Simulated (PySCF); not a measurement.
PySCF was given this input:
```python
from pyscf import gto, scf

mol = gto.Mole()
mol.atom = '''
    C     0.071661   -1.073899    0.751073
    C     1.216477   -0.219116    0.177526
    Si   -0.071602    0.973631   -0.595019
    C    -1.142551   -0.503884   -0.004563
    H    -0.031712   -0.902883    1.822844
    H     0.213093   -2.143378    0.591315
    H     1.825836   -0.774784   -0.532423
    H     1.886389    0.189321    0.932373
    H    -0.279824    2.236539    0.127518
    H    -1.996321   -0.279377    0.632673
    H    -1.488544   -1.174876   -0.788255
'''
mol.basis = 'def2-svp'
mol.charge = 0
mol.spin = 1
mol.verbose = 4
mol.build()

mf = scf.UHF(mol)
mf.kernel()
```

Question: Give the <S^2> at the level HF/def2-SVP (PySCF).

Answer: 0.753

Question: What is the computed HOMO energy (HF/def2-SVP)?

Answer: -8.55 eV

Question: What total energy does HF/def2-SVP give?

Answer: -406.368637 Ha

Question: What is the computed nuclear repulsion energy (HF/def2-SVP)?

Answer: 158.5070 Eh

These values belong to the state on which the SCF converged, which isn't shown to be the lowest.
